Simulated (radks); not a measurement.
Q: The table gives one normalised radial function P(r) = r R(r) of Cs in [Xe] 6s1 (r in bohr). Calculated with a radial shooting solver on a logarithmic mesh with Libxc functionals: scalar-relativistic Kohn-Sham, BLYP, spin-polarised, spherical densities, point nucleus; open shells are filled with parallel spins first (spin-orbit coupling, left out, can overturn this in heavy ions).

| r | P |
|---|---|
| 0.005132 | 0.0978 |
| 0.008228 | 0.1225 |
| 0.01319 | 0.1306 |
| 0.02115 | 0.0940 |
| 0.0339 | -0.0144 |
| 0.05436 | -0.1647 |
| 0.08714 | -0.1948 |
| 0.1397 | 0.0667 |
| 0.224 | 0.3138 |
| 0.3591 | -0.0744 |
| 0.5757 | -0.4644 |
| 0.9229 | 0.2386 |
| 1.48 | 0.8880 |
| 2.372 | 0.5435 |
| 3.773 | 0.1115 |
| 6.048 | 0.0058 |
| 9.697 | 0.0000 |
| 15.55 | 0.0000 |

Which n and l does it have? It may be an empty orbital.

A: n = 5, l = 0: the number of nodes gives n - l - 1 = 4, the rise at small r (about r^(l+1), flatter next to the nucleus through relativity) gives l, and the extent must fit the shell. The curve is that of 5s down; the table hardly tells the two spins apart. 5s down: eigenvalue -26.453 eV, 4 radial nodes at r = 0.0323, 0.128, 0.340, 0.824 bohr, <r> = 1.74 bohr, 90 % of the charge inside 2.52 bohr.
